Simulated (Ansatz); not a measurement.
Born–Oppenheimer molecular dynamics of C$_{2}$H$_{8}$BFO (13 atoms, charge 0, multiplicity 1). It starts from a rough guess of a transition structure, not a stationary point.

All numbers below come from Ansatz 0.2.0, UKS LDA/STO-3G.

| Property | Result |
| --- | --- |
| ensemble | NVE (velocity Verlet) |
| time step | 0.5 fs |
| steps asked | 150 |
| starting velocities drawn for | 100 K |
| seed | 552284 |

Frames 0.5 fs apart, positions in Å, forces in eV/Å.

Velocities at 15.0 fs (Å/ps):

```
B -3.06 1.77 2.29
F 6.12 -5.42 2.20
C -4.36 -0.99 -5.76
C 2.98 0.38 -7.68
H 16.59 10.94 11.80
O -8.22 3.41 4.92
H 6.00 -8.10 3.84
H -18.61 -18.80 -7.62
H 5.53 8.01 3.55
H 5.49 2.22 -1.75
H 16.52 8.66 -10.38
H 4.03 -5.43 7.95
H 28.89 38.95 8.65
```

```xyz
13
Properties=species:S:1:pos:R:3:forces:R:3 time_fs=15.0 energy_less_start_eV=-0.340 T=337
B -0.101 0.135 -0.271 1.47 0.13 4.69
F -0.817 0.841 -1.226 -2.42 2.19 -2.11
C 1.123 1.006 0.366 -0.52 0.73 0.22
C -0.983 -0.744 0.805 -0.32 0.07 -0.27
H -0.235 -0.026 -1.968 0.20 0.05 0.41
O 0.461 -0.723 -1.350 -0.37 -4.20 -1.77
H 1.853 1.360 -0.399 -0.21 -0.48 0.33
H 1.657 0.461 1.179 -0.22 0.34 -0.53
H 0.705 1.952 0.798 0.27 -0.66 0.03
H -1.609 -0.089 1.462 0.61 -0.37 -0.25
H -0.323 -1.378 1.445 -0.34 0.54 -0.24
H -1.715 -1.443 0.324 0.44 0.35 0.06
H -0.150 -1.600 -1.242 1.40 1.31 -0.56
13
Properties=species:S:1:pos:R:3:forces:R:3 time_fs=15.5 energy_less_start_eV=-0.366 T=354
B -0.102 0.136 -0.269 1.53 0.13 4.65
F -0.814 0.838 -1.225 -2.58 2.40 -2.19
C 1.121 1.006 0.363 -0.54 0.79 0.39
C -0.981 -0.744 0.801 -0.29 0.10 -0.10
H -0.227 -0.020 -1.961 0.11 0.04 0.29
O 0.457 -0.722 -1.347 0.39 -3.51 -1.78
H 1.856 1.355 -0.397 -0.20 -0.47 0.27
H 1.648 0.452 1.175 -0.18 0.37 -0.50
H 0.709 1.955 0.800 0.30 -0.75 -0.02
H -1.605 -0.088 1.461 0.62 -0.40 -0.27
H -0.315 -1.373 1.440 -0.37 0.53 -0.23
H -1.713 -1.445 0.328 0.39 0.31 0.01
H -0.134 -1.579 -1.238 0.81 0.46 -0.52
13
Properties=species:S:1:pos:R:3:forces:R:3 time_fs=16.0 energy_less_start_eV=-0.370 T=357
B -0.103 0.137 -0.267 1.56 0.13 4.53
F -0.811 0.836 -1.224 -2.70 2.57 -2.24
C 1.119 1.006 0.360 -0.56 0.80 0.54
C -0.980 -0.743 0.798 -0.23 0.14 0.04
H -0.218 -0.015 -1.954 0.00 0.03 0.16
O 0.453 -0.721 -1.345 1.31 -2.53 -1.80
H 1.859 1.350 -0.394 -0.17 -0.44 0.19
H 1.638 0.444 1.169 -0.13 0.37 -0.43
H 0.712 1.957 0.802 0.31 -0.78 -0.05
H -1.601 -0.089 1.459 0.59 -0.38 -0.25
H -0.308 -1.367 1.434 -0.36 0.49 -0.20
H -1.709 -1.446 0.332 0.32 0.25 -0.06
H -0.116 -1.557 -1.236 0.05 -0.64 -0.43
13
Properties=species:S:1:pos:R:3:forces:R:3 time_fs=16.5 energy_less_start_eV=-0.342 T=337
B -0.104 0.138 -0.263 1.57 0.12 4.33
F -0.809 0.834 -1.224 -2.78 2.70 -2.26
C 1.116 1.006 0.358 -0.58 0.77 0.65
C -0.978 -0.743 0.794 -0.15 0.20 0.14
H -0.209 -0.009 -1.947 -0.10 0.03 0.04
O 0.449 -0.720 -1.343 2.31 -1.34 -1.81
H 1.860 1.343 -0.390 -0.12 -0.39 0.09
H 1.627 0.436 1.162 -0.05 0.34 -0.33
H 0.717 1.956 0.804 0.29 -0.76 -0.05
H -1.594 -0.090 1.457 0.53 -0.33 -0.20
H -0.302 -1.360 1.427 -0.32 0.41 -0.13
H -1.705 -1.447 0.336 0.23 0.17 -0.14
H -0.098 -1.537 -1.234 -0.81 -1.93 -0.31
13
Properties=species:S:1:pos:R:3:forces:R:3 time_fs=17.0 energy_less_start_eV=-0.288 T=301
B -0.104 0.139 -0.258 1.54 0.10 4.03
F -0.807 0.833 -1.224 -2.83 2.80 -2.24
C 1.114 1.006 0.355 -0.60 0.69 0.74
C -0.977 -0.743 0.790 -0.05 0.26 0.21
H -0.201 -0.003 -1.939 -0.21 0.03 -0.09
O 0.445 -0.720 -1.342 3.28 -0.15 -1.81
H 1.862 1.335 -0.387 -0.07 -0.34 -0.02
H 1.617 0.430 1.155 0.04 0.30 -0.21
H 0.722 1.954 0.805 0.24 -0.67 -0.04
H -1.586 -0.092 1.454 0.43 -0.25 -0.12
H -0.297 -1.351 1.421 -0.26 0.31 -0.05
H -1.700 -1.448 0.339 0.13 0.08 -0.23
H -0.082 -1.521 -1.234 -1.64 -3.17 -0.18
13
Properties=species:S:1:pos:R:3:forces:R:3 time_fs=17.5 energy_less_start_eV=-0.241 T=269
B -0.104 0.140 -0.253 1.47 0.08 3.67
F -0.806 0.831 -1.224 -2.84 2.86 -2.18
C 1.111 1.006 0.353 -0.59 0.58 0.79
C -0.976 -0.742 0.786 0.06 0.31 0.24
H -0.193 0.003 -1.932 -0.33 0.04 -0.20
O 0.442 -0.720 -1.341 3.99 0.71 -1.74
H 1.863 1.327 -0.383 -0.01 -0.28 -0.14
H 1.607 0.424 1.147 0.14 0.23 -0.06
H 0.728 1.950 0.807 0.18 -0.53 0.00
H -1.578 -0.094 1.451 0.30 -0.14 -0.01
H -0.292 -1.342 1.414 -0.17 0.19 0.04
H -1.695 -1.448 0.342 0.02 -0.01 -0.31
H -0.069 -1.512 -1.234 -2.22 -4.05 -0.10
13
Properties=species:S:1:pos:R:3:forces:R:3 time_fs=18.0 energy_less_start_eV=-0.234 T=265
B -0.104 0.141 -0.246 1.36 0.05 3.23
F -0.804 0.830 -1.224 -2.83 2.90 -2.08
C 1.108 1.006 0.351 -0.55 0.43 0.80
C -0.974 -0.742 0.782 0.17 0.36 0.26
H -0.185 0.009 -1.925 -0.44 0.03 -0.30
O 0.440 -0.719 -1.340 4.28 0.92 -1.59
H 1.865 1.317 -0.380 0.04 -0.22 -0.24
H 1.597 0.419 1.139 0.24 0.15 0.09
H 0.734 1.945 0.808 0.10 -0.33 0.06
H -1.568 -0.097 1.448 0.14 -0.02 0.11
H -0.288 -1.333 1.407 -0.08 0.06 0.15
H -1.690 -1.449 0.344 -0.08 -0.10 -0.39
H -0.062 -1.514 -1.234 -2.36 -4.25 -0.09
13
Properties=species:S:1:pos:R:3:forces:R:3 time_fs=18.5 energy_less_start_eV=-0.278 T=294
B -0.103 0.142 -0.239 1.20 0.02 2.73
F -0.804 0.830 -1.225 -2.79 2.92 -1.95
C 1.105 1.007 0.349 -0.47 0.25 0.80
C -0.973 -0.742 0.778 0.27 0.39 0.28
H -0.179 0.015 -1.919 -0.55 0.03 -0.40
O 0.438 -0.719 -1.339 4.10 0.39 -1.35
H 1.866 1.308 -0.377 0.08 -0.16 -0.34
H 1.587 0.414 1.131 0.33 0.08 0.24
H 0.741 1.939 0.810 0.01 -0.11 0.14
H -1.559 -0.100 1.445 -0.02 0.11 0.24
H -0.284 -1.323 1.400 0.03 -0.08 0.25
H -1.685 -1.449 0.346 -0.16 -0.17 -0.46
H -0.061 -1.525 -1.234 -2.04 -3.68 -0.18
13
Properties=species:S:1:pos:R:3:forces:R:3 time_fs=19.0 energy_less_start_eV=-0.346 T=340
B -0.102 0.143 -0.231 1.01 -0.02 2.18
F -0.803 0.830 -1.226 -2.72 2.91 -1.80
C 1.102 1.007 0.347 -0.34 0.07 0.77
C -0.972 -0.741 0.775 0.33 0.40 0.30
H -0.174 0.021 -1.914 -0.64 0.01 -0.46
O 0.437 -0.718 -1.339 3.60 -0.69 -1.05
H 1.868 1.298 -0.375 0.10 -0.11 -0.41
H 1.578 0.410 1.123 0.42 0.01 0.36
H 0.747 1.933 0.811 -0.07 0.14 0.21
H -1.549 -0.103 1.442 -0.18 0.23 0.37
H -0.280 -1.313 1.394 0.12 -0.21 0.34
H -1.681 -1.450 0.346 -0.22 -0.21 -0.50
H -0.065 -1.545 -1.234 -1.40 -2.53 -0.32
13
Properties=species:S:1:pos:R:3:forces:R:3 time_fs=19.5 energy_less_start_eV=-0.398 T=375
B -0.101 0.144 -0.223 0.80 -0.06 1.59
F -0.803 0.830 -1.227 -2.64 2.88 -1.62
C 1.099 1.008 0.345 -0.17 -0.12 0.76
C -0.970 -0.740 0.771 0.36 0.38 0.34
H -0.171 0.027 -1.910 -0.72 -0.02 -0.50
O 0.436 -0.718 -1.338 2.95 -1.97 -0.76
H 1.870 1.287 -0.374 0.09 -0.06 -0.45
H 1.571 0.405 1.117 0.48 -0.05 0.46
H 0.754 1.927 0.814 -0.15 0.37 0.29
H -1.540 -0.105 1.441 -0.33 0.32 0.47
H -0.275 -1.304 1.389 0.19 -0.33 0.41
H -1.677 -1.452 0.345 -0.24 -0.22 -0.52
H -0.071 -1.571 -1.236 -0.63 -1.14 -0.47
13
Properties=species:S:1:pos:R:3:forces:R:3 time_fs=20.0 energy_less_start_eV=-0.411 T=385
B -0.100 0.145 -0.214 0.58 -0.12 0.97
F -0.803 0.831 -1.229 -2.54 2.83 -1.44
C 1.096 1.008 0.343 0.05 -0.28 0.76
C -0.969 -0.740 0.768 0.36 0.34 0.44
H -0.169 0.033 -1.907 -0.77 -0.06 -0.51
O 0.436 -0.718 -1.338 2.33 -3.15 -0.51
H 1.872 1.277 -0.374 0.05 -0.02 -0.46
H 1.564 0.401 1.111 0.52 -0.07 0.53
H 0.760 1.922 0.817 -0.22 0.57 0.35
H -1.531 -0.106 1.441 -0.44 0.38 0.53
H -0.270 -1.296 1.385 0.24 -0.42 0.45
H -1.673 -1.454 0.343 -0.24 -0.20 -0.52
H -0.080 -1.601 -1.238 0.07 0.19 -0.59
13
Properties=species:S:1:pos:R:3:forces:R:3 time_fs=20.5 energy_less_start_eV=-0.387 T=369
B -0.098 0.146 -0.206 0.37 -0.17 0.33
F -0.804 0.832 -1.230 -2.43 2.76 -1.26
C 1.093 1.008 0.342 0.30 -0.40 0.79
C -0.967 -0.739 0.764 0.31 0.27 0.59
H -0.169 0.039 -1.905 -0.78 -0.12 -0.47
O 0.436 -0.718 -1.338 1.80 -4.05 -0.34
H 1.874 1.266 -0.376 -0.01 0.02 -0.43
H 1.559 0.396 1.107 0.54 -0.07 0.55
H 0.765 1.918 0.821 -0.25 0.72 0.37
H -1.524 -0.107 1.442 -0.51 0.38 0.55
H -0.265 -1.289 1.382 0.24 -0.48 0.46
H -1.670 -1.456 0.340 -0.20 -0.14 -0.49
H -0.088 -1.629 -1.242 0.63 1.28 -0.65
```

Of the whole run (75 fs, mean temperature of the second half 357 K): The conserved energy stayed within 0.5 meV per atom of its start (net change -0.33 meV per atom), so the integration is sound. The system heated up, since it started high on the potential surface and ran downhill. A run of 0.075 ps of so small a system gives no equilibrium averages. The orbitals stay closed-shell, which can raise the energy where a bond breaks towards radicals; this wasn't checked here. Limits of this set-up: minimal basis.

Run time: 8.1 min on 1 thread of Arm Neoverse N1 (shared host), peak memory 0.11 GiB.
